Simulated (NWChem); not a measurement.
Species: InHOI2; SMILES [I][In]([OH])[I]

```xyz
5

In     0.7149     0.0093     0.0000
I     -0.5619    -2.3275     0.0000
I     -0.5649     2.3257     0.0000
O      2.7008     0.0586     0.0000
H      3.0842    -0.8276     0.0000
```
Atoms are numbered in this order, from 1.

Program: NWChem. Medium grid unless said otherwise, to which SCAN and Minnesota functionals are sensitive. Coordinates come from a PBE0/def2-SVP optimisation. def2 effective core potentials on In, I; no spin-orbit coupling. Hybrids' shares of exact exchange are those that their runs print; pure functionals count as 0. The functionals differ in more than this share.

```
row                                   share of exact exchange  highest occupied level (eV)
------------------------------------  -----------------------  ---------------------------
PBE/def2-SVP                                             0.00                        -6.64
LDA (Slater exchange, PW92)/def2-SVP                     0.00                        -6.80
B3LYP/def2-SVP                                           0.20                        -7.52
r2SCAN0/def2-SVP                                         0.25                     withheld
M05-2X/def2-SVP                                          0.56                        -9.25
```

Problem. Fit a straight line of the last column on the one before it, predict the withheld value, and compare with the run.

Solution. 
1. Means of the 4 shown rows: x = 0.190, y = -7.553. Slope Σ(x − x̄)(y − ȳ)/Σ(x − x̄)² = -0.9441/0.2092 = -4.513; intercept -6.695.
2. The shown rows scatter about the line by 0.072 (root mean square); the largest residual is -0.10, at LDA (Slater exchange, PW92)/def2-SVP.
3. At x = 0.25 (r2SCAN0/def2-SVP; inside the shown range) the line gives -7.82.
4. The run gives -8.06, -0.24 from the line, 3.3 times the scatter.
